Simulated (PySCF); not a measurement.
## B⁻ (boron, charge -1): UHF calculation

Configuration: [He] 2s2 2p2, high-spin 3P determinant. Calculation: PySCF 2.14, in dyall-av3z; scalar relativity by spin-free X2C-1e.

| Item | Value |
| --- | --- |
| Total energy | -24.528611 hartree |
| One-electron energy | -33.6757 hartree |
| Hartree (Coulomb) energy | 13.0461 hartree |
| Exchange energy | -3.8990 hartree |
| ⟨S²⟩ | 2.0094 |
| ⟨L²⟩ | 2.027 |
| Sum of ⟨r⟩ | 11.17 bohr |
| Sum of ⟨r²⟩ | 39.28 bohr² |
| Traceless quadrupole moment −½Σ⟨3z² − r²⟩ along its main axis | 5.62 e·bohr² |
| Langevin diamagnetic susceptibility | -31.1 ×10⁻⁶ cm³/mol |

| shell | electrons | mean orbital energy (eV) | rms radius, mean of both spins (bohr) |
| --- | --- | --- | --- |
| 1s α | 1 | -202.17 | 0.379 |
| 1s β | 1 | -201.74 | 0.379 |
| 2s α | 1 | -8.507 | 2.37 |
| 2s β | 1 | -4.573 | 2.37 |
| 2p α | 2 | -0.777 | 3.73 |

Spin-orbit constants ζ (cm⁻¹) from the X2C one-electron operator on these orbitals: bare nucleus, nucleus screened by l(l+1)(2l+1)/3 electrons, and screened by the Breit-Pauli mean field of the electrons.

```
shell   bare  screened nucleus  mean field
   2p  13.85             8.310       5.860
```

To first order the Landé constant is A = 2.930 cm⁻¹, so the lowest level has J = 0 and lies 0.000727 eV below the centre of the term. This holds in LS coupling only.
